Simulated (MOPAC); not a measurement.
A run for MOPAC: AM1 on C2H5F (a complex), monomers drawn apart or pushed together.

```
AM1 1SCF PRECISE CHARGE=0 THREADS=1
C2H5F

F     -0.04401971 1     0.39980914 1    -0.26978324 1
H     -0.01821981 1     0.28339397 1     0.65836339 1
C      0.40065898 1    -0.50220812 1     2.46719790 1
C     -0.33249425 1     0.59456993 1     2.62499488 1
H     -0.05385716 1    -1.47986749 1     2.36160135 1
H      1.48313087 1    -0.46477413 1     2.44697949 1
H      0.12225829 1     1.57106999 1     2.73990328 1
H     -1.41470996 1     0.55594885 1     2.65454194 1
```

It printed:

```
*******************************************************************************
 **                                                                           **
 **                              MOPAC v23.2.5                                **
 **                                                                           **
 *******************************************************************************
 ** MOPAC's Digital Object Identifier: https://doi.org/10.5281/zenodo.6511958 **
 **                                                                           **
 ** Please cite the open-source release paper for use of this MOPAC version:  **
 ** J. E. Moussa and J. J. P. Stewart (2026)                                  **
 ** MOPAC: An open-source semiempirical molecular orbital program             **
 ** J. Open Source Softw., 11(119), 8025, https://doi.org/10.21105/joss.08025 **
 *******************************************************************************

                              AM1 CALCULATION RESULTS

 *******************************************************************************
 *  AM1        - The AM1 Hamiltonian to be used
 *
 *
 *
 *                 CHARGE ON SYSTEM = 0
 *
 *
 *
 *  PRECISE    - TIGHTER CRITERIA TO BE USED
 *  1SCF       - DO 1 SCF AND THEN STOP
 *  THREADS=1  - MULTI-THREADING NOT USED
 *  T=         - A TIME OF 172800.0 SECONDS REQUESTED
 *  DUMP=N     - RESTART FILE WRITTEN EVERY 7200.0 SECONDS REQUESTED
 *******************************************************************************
AM1 1SCF PRECISE CHARGE=0 THREADS=1
 C2H5F

   ATOM   CHEMICAL          X               Y               Z
  NUMBER   SYMBOL      (ANGSTROMS)     (ANGSTROMS)     (ANGSTROMS)

     1       F         -0.04401971  *   0.39980914  *  -0.26978324  *
     2       H         -0.01821981  *   0.28339397  *   0.65836339  *
     3       C          0.40065898  *  -0.50220812  *   2.46719790  *
     4       C         -0.33249425  *   0.59456993  *   2.62499488  *
     5       H         -0.05385716  *  -1.47986749  *   2.36160135  *
     6       H          1.48313087  *  -0.46477413  *   2.44697949  *
     7       H          0.12225829  *   1.57106999  *   2.73990328  *
     8       H         -1.41470996  *   0.55594885  *   2.65454194  *



          CARTESIAN COORDINATES

    NO.       ATOM           X           Y           Z

     1         F         -0.0440      0.3998     -0.2698
     2         H         -0.0182      0.2834      0.6584
     3         C          0.4007     -0.5022      2.4672
     4         C         -0.3325      0.5946      2.6250
     5         H         -0.0539     -1.4799      2.3616
     6         H          1.4831     -0.4648      2.4470
     7         H          0.1223      1.5711      2.7399
     8         H         -1.4147      0.5559      2.6545

  H: (AM1): M.J.S. DEWAR ET AL, J. AM. CHEM. SOC. 107 3902-3909 (1985)
  C: (AM1): M.J.S. DEWAR ET AL, J. AM. CHEM. SOC. 107 3902-3909 (1985)
  F: (AM1): M.J.S. DEWAR AND E. G. ZOEBISCH, THEOCHEM, 180, 1 (1988).

           Empirical Formula: C2 H5 F  =     8 atoms



      MOLECULAR POINT GROUP   :   C2v


      RHF CALCULATION, NO. OF DOUBLY OCCUPIED LEVELS = 10


 -------------------------------------------------------------------------------
 AM1 1SCF PRECISE CHARGE=0 THREADS=1
 C2H5F



     1SCF WAS SPECIFIED, SO BFGS WAS NOT USED
     SCF FIELD WAS ACHIEVED


                              AM1 CALCULATION
                                                       MOPAC v23.2.5 Linux




          FINAL HEAT OF FORMATION =        -46.02884 KCAL/MOL =    -192.58466 KJ/MOL


          COSMO AREA              =         94.04 SQUARE ANGSTROMS
          COSMO VOLUME            =         74.17 CUBIC ANGSTROMS

          IONIZATION POTENTIAL    =         11.119474 EV
          HOMO LUMO ENERGIES (EV) =        -11.119  0.682
          NO. OF FILLED LEVELS    =         10
          MOLECULAR WEIGHT        =         48.0599         POINT GROUP:  C2v

          MOLECULAR DIMENSIONS (Angstroms)

            Atom       Atom       Distance
            H     6    F     1     3.23427
            H     5    H     7     3.05130
            H     8    H     6     2.62085


          SCF CALCULATIONS        =          1





   ATOM   CHEMICAL          X               Y               Z
  NUMBER   SYMBOL      (ANGSTROMS)     (ANGSTROMS)     (ANGSTROMS)

     1       F         -0.04401971  *   0.39980914  *  -0.26978324  *
     2       H         -0.01821981  *   0.28339397  *   0.65836339  *
     3       C          0.40065898  *  -0.50220812  *   2.46719790  *
     4       C         -0.33249425  *   0.59456993  *   2.62499488  *
     5       H         -0.05385716  *  -1.47986749  *   2.36160135  *
     6       H          1.48313087  *  -0.46477413  *   2.44697949  *
     7       H          0.12225829  *   1.57106999  *   2.73990328  *
     8       H         -1.41470996  *   0.55594885  *   2.65454194  *

                             CARTESIAN COORDINATES

   1    F       -0.044019710     0.399809140    -0.269783240
   2    H       -0.018219810     0.283393970     0.658363390
   3    C        0.400658980    -0.502208120     2.467197900
   4    C       -0.332494250     0.594569930     2.624994880
   5    H       -0.053857160    -1.479867490     2.361601350
   6    H        1.483130870    -0.464774130     2.446979490
   7    H        0.122258290     1.571069990     2.739903280
   8    H       -1.414709960     0.555948850     2.654541940


           Empirical Formula: C2 H5 F  =     8 atoms



      MOLECULAR POINT GROUP   :   C2v


                  EIGENVALUES
 -47.57203 -34.10440 -22.54360 -16.82503 -16.54100 -14.85517 -13.58893 -13.58861
 -12.51386 -11.11947   0.68239   3.59475   3.95682   4.59127   5.02664   5.05950
   5.84272


              NET ATOMIC CHARGES AND DIPOLE CONTRIBUTIONS

  ATOM NO.   TYPE          CHARGE      No. of ELECS.   s-Pop       p-Pop
    1          F          -0.305676        7.3057     1.90414     5.40154
    2          H           0.285228        0.7148     0.71477
    3          C          -0.229831        4.2298     1.24539     2.98444
    4          C          -0.229884        4.2299     1.24539     2.98449
    5          H           0.120039        0.8800     0.87996
    6          H           0.120041        0.8800     0.87996
    7          H           0.120040        0.8800     0.87996
    8          H           0.120043        0.8800     0.87996
 DIPOLE           X         Y         Z       TOTAL
 POINT-CHG.     0.043    -0.196     1.559     1.572
 HYBRID         0.015    -0.068     0.539     0.543
 SUM            0.058    -0.263     2.098     2.115


          ATOMIC ORBITAL ELECTRON POPULATIONS

     Atom    s        px        py        pz
    1  F   1.90414   1.99948   1.99059   1.41147
    2  H   0.71477
    3  C   1.24539   1.00994   0.98106   0.99344
    4  C   1.24539   1.01043   0.98437   0.98970
    5  H   0.87996
    6  H   0.87996
    7  H   0.87996
    8  H   0.87996

 **********************
 *                    *
 * JOB ENDED NORMALLY *
 *                    *
 **********************




 == MOPAC DONE ==
```

The run finished.

Cost: about 0.020 core-seconds (a rough figure).
